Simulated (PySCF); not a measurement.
**Structure from NMR data**

The spectra below were simulated for a compound C$_{2}$H$_{3}$F$_{3}$O$_{3}$S.

¹H NMR (400 MHz, computed): δ 3.90 (s, 3H).

¹³C{¹H} NMR (computed): δ 129.8 (C), 53.3 (CH3).

Method: NMR shieldings at B97-2/pcSseg-2/GIAO, geometry: PBE0-D3(BJ)/def2-TZVP, in PySCF 2.14 (gas phase, single conformer, relativity neglected, fast rotation and ring inversion assumed for equivalent nuclei).

Shifts are taken against calculated references (same method and geometry level): ¹H and ¹³C vs TMS.

**Question.** Propose a structure and justify it.

**Answer.** 
- Rings plus π bonds: 0.
- 2 carbon signals for 2 carbons: no two carbons are equivalent.
- Carbon types of the structure: 1 × C, 1 × CH3, which accounts for all hydrogens.
- δC 129.8: CF3 carbon; 3 electronegative neighbours deshield it.
- δC 53.3: methyl carbon bonded to O; deshielded by the electronegative neighbour.
- δH 3.90: hydrogen on a methyl carbon bonded to O; its carbon carries O, which withdraws density.

These data were computed for SMILES COS(=O)(=O)C(F)(F)F.

This is the structure that produced the data.

Splittings by ¹⁹F in the carbon and heteronuclear signals aren't shown, as no couplings were computed. Shifts are as computed. Against solution values, carbons near 30 ppm lie about +3 ppm off and those near 130 ppm about +7 ppm. Of 1211 compounds with measured shifts, 218 miss one by over three times the rms of a fit or turn the order of signals round; such compounds aren't used in these exercises.
